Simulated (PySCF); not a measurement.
**Ag¹²⁺: ionisation energy**

Ag¹²⁺ [Ar] 3d10 4s2 4p5 (2P) → Ag¹³⁺ [Ar] 3d10 4s2 4p4 (3P), as a difference of total energies. Calculation: PySCF 2.14, in an even-tempered Gaussian basis (21 s from 0.39 bohr⁻², ratio 2.5; 15 p from 0.51 bohr⁻², ratio 2.5; 9 d from 0.9 bohr⁻², ratio 2.5; 5 f from 4.9 bohr⁻², ratio 2.7; 5 g from 7.3 bohr⁻², ratio 2.7); scalar relativity by spin-free X2C-1e. Correlated levels: outer shells: [Ne] frozen; virtual orbitals above 40 to 60 times the deepest correlated orbital energy dropped. The calculations carry no spin-orbit coupling.

Order these methods by the ionisation energy they give, lowest first.
A. LDA
B. PBE0
C. MP2 (outer shells)
D. r2SCAN

C (297.03 eV), B (297.26 eV), D (297.45 eV), A (297.72 eV).

Spin-orbit coupling is strong in these open shells (close to jj coupling). The scalar numbers leave it out and a first-order estimate fails, so it can dominate the gap to the real levels.

For comparison: 294 ± 3 eV (theoretical estimate listed by NIST; NIST Atomic Spectra Database, ionization energies).
